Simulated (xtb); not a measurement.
allene (C$_{3}$H$_{4}$), singlet, at a GFN2-xTB geometry; GFN-FF (xtb).

xtb was given this input:
```
$ xtb mol.xyz --gfnff --json

# file mol.xyz
7

C     -0.00000000    -0.00000000     0.00000000
C     -0.02428489    -0.00797595     1.29323327
C      0.02428489     0.00797595    -1.29323327
H     -0.02279966     0.90521058     1.86629685
H     -0.04707169    -0.92815861     1.85453385
H      0.95147753    -0.00077006    -1.84327965
H     -0.88160618     0.02371808    -1.87755105
```

Output, abridged:

```
   ID    Z sym.   atoms
    1    6 C      1-3
    2    1 H      4-7

           -------------------------------------------------
          |                Calculation Setup                |
           -------------------------------------------------

          ==================== Thresholds ====================
          CN  :   150.00000
          rep :   500.00000
          disp:  2500.00000
          HB1 :   250.00000
          HB2 :   450.00000

          Pauling EN used:
          Z : 1  EN :  2.20
          Z : 6  EN :  2.55
          electric field strengths (au): 0.000

           -------------------------------------------------
          |           Force Field Initialization            |
           -------------------------------------------------

          distances ...
          ----------------------------------------
          generating topology and atomic info file ...
          pair mat ...
          computing topology distances matrix with Floyd-Warshall algo ...
          making topology EEQ charges ...
          #fragments for EEQ constrain: 1
          ----------------------------------------
          generating topology and atomic info file ...
          pair mat ...
          computing topology distances matrix with Floyd-Warshall algo ...
          making topology EEQ charges ...
          #fragments for EEQ constrain: 1
          rings ...
          # BATM   16
          # H in HB   4
          doing iterative Hueckel for 1 subsystem(s) ...

  atom   neighbors  erfCN metchar sp-hybrid imet pi  qest     coordinates
    1  C       2    1.93   0.00         1    0    1  -0.034   -0.000000   -0.000000    0.000000
    2  C       3    2.78   0.00         2    0    1  -0.054   -0.045892   -0.015072    2.443857
    3  C       3    2.78   0.00         2    0    1  -0.054    0.045892    0.015072   -2.443857
    4  H       1    0.97   0.00         0    0    0   0.035   -0.043085    1.710600    3.526790
    5  H       1    0.97   0.00         0    0    0   0.035   -0.088953   -1.753966    3.504561
    6  H       1    0.97   0.00         0    0    0   0.035    1.798032   -0.001455   -3.483294
    7  H       1    0.97   0.00         0    0    0   0.035   -1.665994    0.044821   -3.548057

          #atoms :   7
          #bonds :   6
          #angl  :   7
          #tors  :   2
          #nmol  :   1
          #optfrag :   1
           -------------------------------------------------
          |                   G F N - F F                   |
          |          A general generic force-field          |
          |                  Version 1.0.3                  |
           -------------------------------------------------
          Number of HB bonds (bound hydrogen)     48
          Number of HB bonds (unbound hydrogen)   24
          Number of XB bonds                      0

         :::::::::::::::::::::::::::::::::::::::::::::::::::::
         ::                     SUMMARY                     ::
         :::::::::::::::::::::::::::::::::::::::::::::::::::::
         :: total energy              -1.243882436187 Eh    ::
         :: gradient norm              0.031308781399 Eh/a0 ::
         ::.................................................::
         :: bond energy               -1.306703631267 Eh    ::
         :: angle energy               0.000376355685 Eh    ::
         :: torsion energy             0.000000000000 Eh    ::
         :: repulsion energy           0.067628639354 Eh    ::
         :: electrostat energy        -0.003392367429 Eh    ::
         :: dispersion energy         -0.001889139050 Eh    ::
         :: HB energy                  0.000000000000 Eh    ::
         :: XB energy                  0.000000000000 Eh    ::
         :: bonded atm energy          0.000097706520 Eh    ::
         :: external energy            0.000000000000 Eh    ::
         :: add. restraining           0.000000000000 Eh    ::
         :: total charge               0.000000000000 e     ::
         :::::::::::::::::::::::::::::::::::::::::::::::::::::

           -------------------------------------------------
          |                Property Printout                |
           -------------------------------------------------

molecular dipole:
                 x           y           z       tot (Debye)
 q only:        0.000      -0.000      -0.000       0.000

           -------------------------------------------------
          | TOTAL ENERGY               -1.243882436187 Eh   |
          | GRADIENT NORM               0.031308781399 Eh/α |
           -------------------------------------------------
########################################################################
[WARNING] Runtime exception occurred
-1- gfnff_setup: Could not read topology file.
########################################################################

normal termination of xtb
```
